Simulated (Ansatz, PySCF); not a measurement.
System: CH₂BCl₂O (charge 0, doublet). It need not be the lowest isomer of its formula. 
Geometry from a B3LYP-D3(BJ)/def2-TZVP (Ansatz, a quantum-chemistry and plane-wave program) optimisation:
```
O
B 1 1.3492
C 1 1.3547 2 127.63
H 3 1.0758 1 115.04 2 -180.00
H 3 1.0781 4 125.44 1 -180.00
Cl 2 1.7541 1 117.74 3 -180.00
Cl 2 1.7634 1 122.12 3 0.00
```
Charge 0, spin multiplicity 2.

Dipole moments at this geometry, in debye (magnitudes).

```csv
level,program,dipole (D)
SVWN5/def2-TZVPD,PySCF,1.72
r2SCAN/def2-TZVPD,Ansatz,1.76
PBE0/def2-TZVPD,Ansatz,1.71
BHLYP/def2-TZVPD,Ansatz,1.70
TPSSh/def2-TZVPD,PySCF,1.77
HSE06/def2-TZVPD,Ansatz,1.71
wB97M-V/def2-TZVPD,Ansatz,1.61
wB97X-V/def2-TZVPD,Ansatz,1.63
CCSD(T)/aug-cc-pV(D+d)Z,Ansatz,1.65
```
